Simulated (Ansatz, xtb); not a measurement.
## Two isomers of C5H2N4

Structure a is `N#Cc1c[nH]c(C#N)n1`, a singlet and structure b is `N#Cc1nc[nH]c1C#N`, a singlet. Both are isolated molecules in the gas phase, relaxed with B3LYP-D3(BJ)/def2-SVP.

Energies in hartree; the thermal terms are from GFN2-xTB frequencies at re-optimised GFN2-xTB minima (ideal gas, soft modes damped towards free rotors, one conformer each, 298.15 K, 1 atm) and include the zero-point energy:

```
                              a           b
E, CCSD(T)/def2-SVP  −409.284853  −409.286005
    E, MP2/def2-SVP  −409.212891  −409.214320
  E, MP2/def2-TZVPP  −409.945459  −409.947042
  zero-point energy     0.066396     0.066515
       H(298 K) − E     0.074657     0.074777
       G(298 K) − E     0.034169     0.034221
```

Question: Correct the CCSD(T) difference for the basis set by the MP2 change, then work out ΔE, ΔE₀, ΔH and ΔG for a → b in kcal/mol (1 Eh = 627.51 kcal/mol) and the equilibrium ratio [b]/[a].

Answer: 1. Differences b − a: CCSD(T) −0.001152, MP2 in the small set −0.001429, MP2 in the large set −0.001583 Eh.
2. ΔE = −0.001152 + (−0.001583 − (−0.001429)) = −0.001306 Eh = −0.82 kcal/mol.
3. ΔE₀ = ΔE + ΔZPE = −0.001306 + (+0.000119) Eh = −0.74 kcal/mol.
4. ΔH = ΔE + (+0.000120) Eh = −0.74 kcal/mol.
5. ΔG = ΔE + (+0.000052) Eh = −0.79 kcal/mol, so ΔS = (ΔH − ΔG)/T = +0.6 J/(mol K).
6. kT = 0.9442 mEh, so K = [b]/[a] = exp(−ΔG/kT) = exp(+1.33) ≈ 3.8.

The two are too close for this level to say which is favoured. An error of 1 kcal/mol in ΔG would change K by a factor of 5.4. Mirror images and further conformers aren't counted.

As drawn, both hold the same kinds of bond in the same numbers.

Other levels gave ΔE = −1.8 (GFN2-xTB); +0.3 (HF/STO-3G, GFN2-xTB geometries); −1.1 (r2SCAN-D4/def2-SVP, GFN2-xTB geometries); −1.1 (B3LYP-D3(BJ)/def2-SVP); −0.4 (HF/def2-SVP); −0.9 (MP2/def2-SVP); −0.7 (CCSD(T)/def2-SVP) kcal/mol. The correlated steps freeze 9 core orbitals. Programs: Ansatz 0.2.0, xtb 6.7.1.
